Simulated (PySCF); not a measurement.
# UHF on Xe (xenon, neutral)

Configuration: [Xe], closed-shell 1S. All numbers are calculated (PySCF 2.14, the spin-free X2C one-electron Hamiltonian (Gaussian nucleus), in aug-cc-pwCVTZ-DK3 with one added diffuse shell each of s, p, d, f type (11s10p8d5f1g, 125 functions)).

```json
{
 "Total energy": "-7443.202212 hartree",
 "One-electron energy": "-10196.1752 hartree",
 "Hartree (Coulomb) energy": "2938.9330 hartree",
 "Exchange energy": "-185.9600 hartree",
 "⟨S²⟩": "0.0000",
 "⟨L²⟩": "0.000",
 "Sum of ⟨r⟩": "38.59 bohr",
 "Sum of ⟨r²⟩": "61.20 bohr²",
 "Langevin diamagnetic susceptibility": "-48.5 ×10⁻⁶ cm³/mol"
}
```

| shell | electrons | mean orbital energy (hartree) | rms radius, mean of both spins (bohr) |
| --- | --- | --- | --- |
| 1s | 2 | -1276.00755 | 0.0306 |
| 2s | 2 | -202.33780 | 0.124 |
| 2p | 6 | -181.45934 | 0.111 |
| 3s | 2 | -42.98967 | 0.326 |
| 3p | 6 | -36.06442 | 0.326 |
| 3d | 10 | -25.73462 | 0.304 |
| 4s | 2 | -8.42662 | 0.762 |
| 4p | 6 | -6.13265 | 0.815 |
| 4d | 10 | -2.66616 | 0.946 |
| 5s | 2 | -1.00981 | 2.03 |
| 5p | 6 | -0.45659 | 2.48 |

Densities and radii are taken from the X2C orbitals without a picture-change correction, which distorts them close to the nucleus.

Spin-orbit constants ζ (cm⁻¹) from the X2C one-electron operator on these orbitals: bare nucleus, nucleus screened by l(l+1)(2l+1)/3 electrons, and screened by the Breit-Pauli mean field of the electrons.

```
shell     bare  screened nucleus  mean field
   2p  1726000           1662000         n/a
   3p   332200            319900         n/a
   3d    50700             41310         n/a
   4p    63550             61200         n/a
   4d     7510              6119         n/a
   5p     5985              5763         n/a
```
